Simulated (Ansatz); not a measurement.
Basis-set series for H₈N₄Sn (`[NH2][Sn]([NH2])([NH2])[NH2]`). Total charge 0; spin multiplicity 1. Sn takes the def2 core potential. The structure was optimised at the PBE0-D4/def2-TZVP level. It is one conformer, not always the lowest.

```tsv
functional	basis	functions	energy (Eh)	HOMO (eV)	LUMO (eV)
PBE0-D4	def2-SVP	122	-437.71679	-6.54	0.27
PBE0-D4	def2-TZVPP	286	-438.01989	-6.90	-0.27
ωB97M-V	def2-SVP	122	-437.81294	-8.88	2.08
ωB97M-V	def2-TZVPP	286	-438.12638	-9.26	1.34
```

(1) Give the rows for def2-QZVPP. (Best estimate.)

Results:

(1) Computed: 
| functional | basis | functions | energy (Eh) | HOMO (eV) | LUMO (eV) |
| --- | --- | --- | --- | --- | --- |
| PBE0-D4 | def2-QZVPP | 550 | -438.03705 | -6.96 | -0.48 |
| ωB97M-V | def2-QZVPP | 550 | -438.14266 | -9.32 | 1.00 |

Positive LUMOs are unbound and depend on the basis.
